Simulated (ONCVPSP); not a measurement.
# Before and after: ONCV potential for iron

```json
{
 "Element": "iron",
 "Generator": "ONCVPSP 4.0.1",
 "Type": "optimised norm-conserving Vanderbilt (ONCV)",
 "Functional": "Wu-Cohen",
 "Relativity": "scalar-relativistic",
 "Frozen core": "[Ar]",
 "Valence charge": "8",
 "Reference configuration": "3d7 4s1",
 "Partial waves": "4s: rc 2.55 bohr, ncon 4, nbas 7, qcut 2 1/bohr, 2 projectors, debl 3.4 Ha; p scattering state at 0.19 Ha: rc 1.90 bohr, ncon 3, nbas 6, qcut 3.5 1/bohr, 1 projector; 3d: rc 1.70 bohr, ncon 3, nbas 8, qcut 11.1 1/bohr, 2 projectors, debl 1.9 Ha",
 "Local potential": "polynomial inside 1.55 bohr (lpopt 5, dvloc0 0 Ha)",
 "Core correction": "none"
}
```

Change: s: rc 2.64.

Cutoffs: the cutoffs (Ha) at which the residual kinetic energy of the hardest occupied pseudo-wave falls to 1 and 0.1 mHa per electron; they do not see the model core or the augmentation charge, which bear on the density cutoff. Errors are all-electron minus pseudo energies relative to the spin-unpolarised reference configuration.

Question: What does the change do?

Answer: The potential gets neither clearly harder nor softer (41 Ha and 47 Ha → 41 Ha and 47 Ha); the d channel sets the loose cutoff, while the largest relative change is in s, which becomes softer; of the 4 tests that both files solve, the error grows in 2 and shrinks in 2 by more than 15 % and 0.3 meV (median size 15.5 → 15.8 meV); neither file shows a bound ghost.

| quantity | base | changed |
| --- | --- | --- |
| cutoff, loose | 41 Ha | 41 Ha |
| cutoff, tight | 47 Ha | 47 Ha |
| loose cutoff by channel | s 11 Ha, d 41 Ha | s 8.0 Ha, d 41 Ha |
| bound ghosts | none | none |
| GHOST(+) flags under 300 eV | s at 82.8 eV | s at 81.2 eV |
| error for 3d6 4s2, meV [ΔE 0.80 eV] | -17 | -6.7 |
| error for 3d6 4s1, meV [ΔE 9.56 eV] | -14 | -8.7 |
| error for 3d6 4s0, meV [ΔE 25.65 eV] | -12 | -23 |
| error for 3d6 4s0 4p1, meV [ΔE 14.67 eV] | -61 | -71 |
| p: phases at 1.93 bohr within 0.05 rad from the reference energy up to (Ha; the scan ends near 5) | 0.5 | 0.5 |
| d: phases at 1.72 bohr within 0.05 rad from the reference energy up to (Ha; the scan ends near 5) | to the end of the scan | to the end of the scan |
